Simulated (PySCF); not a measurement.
Harmonic spectrum computed at PBE0 in the def2-SVP basis family (core potentials from Rb on, PySCF, no spin–orbit coupling):

| ω (cm⁻¹) | IR (km/mol) |
| --- | --- |
| 134 | 5.3 |
| 173 | 15.5 |
| 198 | 14.1 |
| 623 | 62.9 |
| 668 | 1.7 |
| 716 | 187 |

**Question.** Which molecule gave it? In each, all ligands are bound to the one heavy central atom.
A. CoF₃ (quintet)
B. PdF₃ (doublet)
C. RhF₃ (triplet)
D. FeF₃ (sextet)

**Answer.** C. It has C2v symmetry with Rh–F 1.817 Å (×2), Rh–F 1.845 Å.
